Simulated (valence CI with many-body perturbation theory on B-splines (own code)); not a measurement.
Tb¹⁵⁺: electric-dipole lines

Method: valence CI with perturbative core correlation (CI+MBPT): four valence electrons over a frozen Dirac-Fock core [Kr] 4d10, radial functions for each j: 7 s, 7 p, 7 d, 7 f, 4 g, 2 h, with the one-electron correlation potential Σ1, the two-electron term Σ2, the three-electron term Σ3, Breit, model QED; selected CI, second order for the rest, scaled by the run's own slope (own B-spline code, finite nucleus).

No measured spectrum was set against this ion. As an estimate, terms of the open shell hold to a few per cent of their energy, and close levels can change places; configurations with another count of f electrons can be misplaced by thousands of cm⁻¹.

Lines 101 to 150 of 552 in falling wavelength, among levels below 181610 cm⁻¹, chosen from the strongest by gf and those to the six lowest levels. Wavelengths and rates use the calculated energies, so an error of 2000 cm⁻¹ moves a line at 2591 Å by 5.2 % and its rate by three times that or more. Electric multipoles are in the length gauge, E1 and E2 with the static RPA response of the core. Weak lines are less certain than strong ones. Lines between different terms over intervals too small for the method are left out, as are lines whose strength nearly cancels. Where a level lies close to another of its J and parity, the split of strength between their lines is uncertain. The highest levels of a list are the least certain.

Names give the largest LS component (configuration and term), which can be under half, so a name can repeat, a term be missing and a line seem to break the LS rules; names also repeat where a configuration has a term twice. Letters in brackets count levels of one name in rising energy.

```
λ vac (Å)             Upper             Lower   A (s⁻¹)  S (a.u.)
     2591      4f3.5s 5I°_7          4f4 5I_7  7.34e-01  9.45e-08
     2576  4f3.5s 3I°_7 [b]      4f4 1I_6 [a]  1.98e+02  2.51e-05
     2547  4f3.5s 1H°_5 [b]      4f4 3G_4 [c]  6.97e+02  6.25e-05
     2543  4f3.5s 3G°_4 [d]      4f4 3G_4 [d]  1.40e+03  1.02e-04
     2533  4f3.5s 1H°_5 [b]      4f4 3G_5 [b]  3.56e+02  3.14e-05
     2526  4f3.5s 1I°_6 [a]      4f4 3H_5 [c]  1.06e+03  1.09e-04
     2523      4f3.5s 5I°_8          4f4 5I_8  2.74e+00  3.69e-07
     2518      4f3.5s 1G°_4          4f4 1F_3  8.54e+02  6.06e-05
     2504      4f3.5s 3H°_4      4f4 3H_5 [b]  3.66e+02  2.55e-05
     2469      4f3.5s 3H°_5      4f4 3H_5 [c]  1.01e+03  8.23e-05
     2452  4f3.5s 3G°_3 [c]      4f4 3G_3 [c]  1.52e+03  7.76e-05
     2424  4f3.5s 1I°_6 [b]      4f4 3H_6 [b]  1.56e+03  1.43e-04
     2419      4f4 3P_1 [c]  4f3.5s 1D°_2 [a]  1.00e+03  2.10e-05
     2419      4f3.5s 3H°_4      4f4 3H_4 [b]  3.52e+03  2.21e-04
     2414      4f3.5s 3H°_5      4f4 3H_5 [b]  2.55e+03  1.95e-04
     2405  4f3.5s 3D°_3 [c]      4f4 3G_4 [b]  7.63e+02  3.67e-05
     2385      4f3.5s 1F°_3      4f4 1G_4 [b]  7.05e+03  3.30e-04
     2384      4f3.5s 1L°_8          4f4 1K_7  4.35e+02  4.94e-05
     2367      4f2.5s2 3H_5  4f3.5s 1I°_6 [a]  4.16e+02  2.99e-05
     2355      4f3.5s 5I°_7          4f4 5I_6  7.06e-01  6.82e-08
     2340  4f3.5s 3G°_4 [c]      4f4 3G_5 [a]  6.85e+02  3.90e-05
     2335      4f3.5s 3H°_5      4f4 3H_4 [b]  2.03e+03  1.40e-04
     2328  4f3.5s 3G°_4 [b]      4f4 3F_4 [a]  1.51e+03  8.47e-05
     2323  4f3.5s 3F°_3 [a]      4f4 3G_3 [a]  6.33e+02  2.74e-05
     2310  4f3.5s 3D°_3 [b]      4f4 3F_4 [b]  5.52e+02  2.35e-05
     2306  4f3.5s 1I°_6 [a]      4f4 1I_6 [a]  1.97e+03  1.55e-04
     2303      4f2.5s2 3H_4  4f3.5s 3I°_5 [b]  1.06e+03  5.75e-05
     2302      4f3.5s 5I°_8          4f4 5I_7  7.53e-01  7.71e-08
     2290  4f3.5s 3F°_2 [a]          4f4 5G_3  1.42e+03  4.21e-05
     2279  4f3.5s 3G°_3 [a]          4f4 5G_3  4.81e+02  1.97e-05
     2272  4f3.5s 3F°_3 [b]      4f4 3G_4 [c]  4.89e+02  1.98e-05
     2267  4f3.5s 1I°_6 [b]          4f4 1K_7  2.84e+02  2.12e-05
     2261      4f3.5s 3H°_6          4f4 5F_5  9.04e+02  6.70e-05
     2261      4f3.5s 3P°_2      4f4 3D_2 [a]  7.50e+02  2.14e-05
     2246      4f4 3P_2 [b]  4f3.5s 3D°_3 [a]  2.45e+03  6.84e-05
     2232  4f3.5s 3F°_3 [a]          4f4 5G_4  9.15e+02  3.51e-05
     2230      4f3.5s 3L°_7      4f4 1L_8 [b]  8.89e+02  7.31e-05
     2218  4f3.5s 3G°_5 [b]      4f4 3G_5 [a]  8.99e+02  5.33e-05
     2209  4f3.5s 3G°_3 [a]      4f4 3H_4 [a]  8.83e+02  3.29e-05
     2208  4f3.5s 1I°_6 [b]      4f4 3H_5 [c]  4.94e+02  3.41e-05
     2206      4f3.5s 1K°_7      4f4 1L_8 [a]  1.92e+03  1.52e-04
     2205      4f2.5s2 1D_2      4f3.5s 1F°_3  8.29e+02  2.19e-05
     2199      4f2.5s2 3F_2  4f3.5s 3D°_1 [b]  7.21e+02  1.89e-05
     2195      4f2.5s2 3F_4  4f3.5s 3D°_3 [c]  5.30e+02  2.49e-05
     2194  4f3.5s 3I°_6 [b]      4f4 3I_6 [a]  1.46e+03  9.89e-05
     2191  4f3.5s 3F°_4 [c]      4f4 3F_3 [d]  5.19e+02  2.42e-05
     2189  4f3.5s 3D°_2 [b]          4f4 5D_3  1.22e+03  3.16e-05
     2187      4f2.5s2 3H_4  4f3.5s 3G°_5 [b]  6.90e+02  3.21e-05
     2185  4f3.5s 3G°_4 [b]      4f4 3G_4 [a]  1.62e+03  7.49e-05
     2185  4f3.5s 3F°_4 [a]      4f4 3H_5 [a]  4.05e+02  1.88e-05
```
